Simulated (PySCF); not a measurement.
**What PySCF settings do for KZn**

Base input, run as `OMP_NUM_THREADS=1 python input.py` with PySCF 2.14:

```python
from pyscf import gto, scf, mp

mol = gto.M(
    atom='K 0 0 0; Zn 0 0 3.135',
    basis='sbkjc',
    ecp={'K': 'sbkjc', 'Zn': 'sbkjc'},
    charge=0,
    spin=1,
    verbose=4,
)
mf = scf.UHF(mol)
mf.kernel()
mp.MP2(mf).kernel()
mf.dip_moment()
print('orbital energies (hartree):', [e[max(0, n-3):n+3].round(4) for e, n in zip(mf.mo_energy, mol.nelec)])
```

Base result: E(SCF) = -225.051903 Eh, E(MP2) − E(SCF) = -0.42616 Eh, ⟨S²⟩ = 0.761, μz(SCF) = -5.09 D. The bond length is a typed value, not an optimised one. No search for the lowest solution was made.

Run time: 0.98 s on 1 thread of Arm Neoverse V2 (shared host), peak memory 0.12 GiB.

Each row names what differs from the base; energies in brackets are changes from the base.

| change | result | wall time (s) |
| --- | --- | --- |
| geometry: bond 3.135 → bond 3.511 | E(SCF) = -225.053522 Eh (-0.0440 eV), E(MP2) − E(SCF) = -0.42516 Eh, ⟨S²⟩ = 0.764, μz(SCF) = -3.79 D | 0.91 |
| density fitting: none → auto | E(SCF) = -225.051934 Eh (-0.0008 eV), E(MP2) − E(SCF) = -0.42615 Eh, ⟨S²⟩ = 0.761, μz(SCF) = -5.09 D | 0.83 |
| cycle limit: 50 → 5 | not converged: SCF after 5 cycles | 0.93 |
| core potential: on → off [unsound on purpose] | E(SCF) = -704.681540 Eh, E(MP2) − E(SCF) = -0.19764 Eh, ⟨S²⟩ = 0.991, μz(SCF) = -29.44 D | 0.96 |
| SCF type: UHF → RHF [may be another electronic state] [runs as restricted open-shell] | E(SCF) = -225.080668 Eh (-0.7827 eV), 13 cycles, E(MP2) − E(SCF) = -0.42670 Eh, μz(SCF) = 2.43 D | 0.86 |
| geometry: bond 3.135 → bond 0.5 [unsound on purpose] | E(SCF) = -230.024654 Eh (-135.3154 eV), 14 cycles, E(MP2) − E(SCF) = -0.16949 Eh, ⟨S²⟩ = 0.799, μz(SCF) = 3.52 D | 0.85 |
| functional: none (Hartree–Fock) → pw6b95; SCF type: UHF → UKS; step after the SCF: mp2 → analyze | not converged: SCF after 50 cycles | 12 |
| basis set: sbkjc → pcseg-1; core potential: on → off | E(SCF) = -2376.622860 Eh, 14 cycles, E(MP2) − E(SCF) = -0.42322 Eh, ⟨S²⟩ = 0.764, μz(SCF) = 2.16 D | 1.5 |
| spin (2S): 1 → 3 [a high spin state] | E(SCF) = -224.988179 Eh (+1.7340 eV), E(MP2) − E(SCF) = -0.40082 Eh, ⟨S²⟩ = 3.752, μz(SCF) = -5.10 D | 0.86 |
| spin (2S): 1 → 2 [unsound on purpose] | stops with RuntimeError (Electron number 21 and spin 2 are not consistent) | 0.5 |
| functional: none (Hartree–Fock) → bp86; SCF type: UHF → UKS; step after the SCF: mp2 → analyze | E(SCF) = -226.368231 Eh, ⟨S²⟩ = 0.751, μz(SCF) = -0.25 D | 3.7 |
| frozen orbitals: 0 → 49 [unsound on purpose] | stops with ValueError (zero-size array to reduction operation maximum which has no identity) after the SCF | 0.85 |
| geometry: bond 3.135 → bond 0.1 [unsound on purpose] | E(SCF) = -140.092957 Eh, 12 cycles, E(MP2) − E(SCF) = -0.15946 Eh, ⟨S²⟩ = 0.788, μz(SCF) = 2.07 D | 0.86 |
| step after the SCF: mp2 → gradient | E(SCF) = -225.051903 Eh (+0.0000 eV), ⟨S²⟩ = 0.761, μz(SCF) = -5.09 D, gradient on the second atom -0.0065 Eh/bohr | 1.6 |
| charge: 0 → 1; spin (2S): 1 → 2 [another spin of the ion may lie lower] [a high spin state] | E(SCF) = -224.842431 Eh (+5.7000 eV), 13 cycles, E(MP2) − E(SCF) = -0.39714 Eh, ⟨S²⟩ = 2.002 | 0.86 |
| geometry: bond 3.135 → bond 3.041 | E(SCF) = -225.050479 Eh (+0.0387 eV), E(MP2) − E(SCF) = -0.42645 Eh, ⟨S²⟩ = 0.761, μz(SCF) = -5.34 D | 0.87 |
| geometry: bond 3.135 → bond 0 [unsound on purpose] | stops with RuntimeError (Ill geometry) | 0.51 |
| geometry: bond 3.135 → bond 3.354 | E(SCF) = -225.053425 Eh (-0.0414 eV), E(MP2) − E(SCF) = -0.42555 Eh, ⟨S²⟩ = 0.763, μz(SCF) = -4.38 D | 0.92 |
| cycle limit: 50 → 200 | E(SCF) = -225.051903 Eh (+0.0000 eV), E(MP2) − E(SCF) = -0.42616 Eh, ⟨S²⟩ = 0.761, μz(SCF) = -5.09 D | 0.88 |
| spin (2S): 1 → 5 [a high spin state] | E(SCF) = -224.671073 Eh (+10.3629 eV), 14 cycles, E(MP2) − E(SCF) = -0.30512 Eh, ⟨S²⟩ = 8.751, μz(SCF) = -11.64 D | 0.89 |
| smearing width (hartree): none → 0.01; step after the SCF: mp2 → none [smearing does not keep the typed spin] | E(SCF) = -225.040018 Eh (+0.3234 eV), 15 cycles, μz(SCF) = 2.86 D | 0.77 |
| electric field along z (a.u.): none → 0.001 | E(SCF) = -225.050152 Eh (+0.0477 eV), E(MP2) − E(SCF) = -0.42595 Eh, ⟨S²⟩ = 0.763, μz(SCF) = -3.82 D | 0.9 |
| PCM solvent, dielectric constant: none → 2.27; step after the SCF: mp2 → analyze | not converged: SCF after 50 cycles | 4.7 |

Question: Order these changes by how far they move the SCF energy from the base, largest first: (1) SCF type: UHF → RHF; (2) electric field along z (a.u.): none → 0.001; (3) geometry: bond 3.135 → bond 3.354; (4) geometry: bond 3.135 → bond 3.511.

Answer: (1) -0.7827 eV, (2) +0.0477 eV, (4) -0.0440 eV, (3) -0.0414 eV.
